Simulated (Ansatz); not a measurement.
One change: CH₃SH becomes `S[CH2][GaH2]`.

Ansatz, PBE0-D4/def2-TZVP geometries, multiplicity 1. Each molecule was computed in one conformer, which needn't be the lowest. `S[CH2][GaH2]` holds a close contact that its SMILES doesn't draw: Ga···S 2.62 Å.

Scalar relativity is left out up to krypton.

```
                                                                                  property  CH₃SH
ideal-gas entropy at 298 K and 1 bar (rigid rotor, harmonic PBE0-D4/def2-TZVP) / J/(mol·K)    253
                                                      HOMO–LUMO gap (PBE0/def2-TZVPP) / eV   7.30
                                                     HOMO energy (ωB97M-V/def2-TZVPP) / eV  -9.02
                                                   HOMO–LUMO gap (ωB97M-V/def2-TZVPP) / eV  11.27
                                                         LUMO energy (PBE/def2-TZVPP) / eV  -0.40
                                                     LUMO energy (ωB97M-V/def2-TZVPP) / eV   2.25
```

(1) What does the change do to each property? (An estimate is asked.)

Results:

(1) Ansatz gave: 
```
                                                                                  property  `S[CH2][GaH2]`  shift
ideal-gas entropy at 298 K and 1 bar (rigid rotor, harmonic PBE0-D4/def2-TZVP) / J/(mol·K)             311     58
                                                      HOMO–LUMO gap (PBE0/def2-TZVPP) / eV            6.24  -1.06
                                                     HOMO energy (ωB97M-V/def2-TZVPP) / eV           -9.05  -0.03
                                                   HOMO–LUMO gap (ωB97M-V/def2-TZVPP) / eV           10.01  -1.26
                                                         LUMO energy (PBE/def2-TZVPP) / eV           -1.44  -1.04
                                                     LUMO energy (ωB97M-V/def2-TZVPP) / eV            0.96  -1.29
```

With PBE0 the HOMO falls by 0.16 eV and the LUMO falls by 1.20 eV, so the gap narrows by about 1.04 eV. PBE moves the HOMO by -0.31 eV and ωB97M-V by -0.03 eV. The zero-point energy changes by 9.5 kJ/mol with +6 modes.
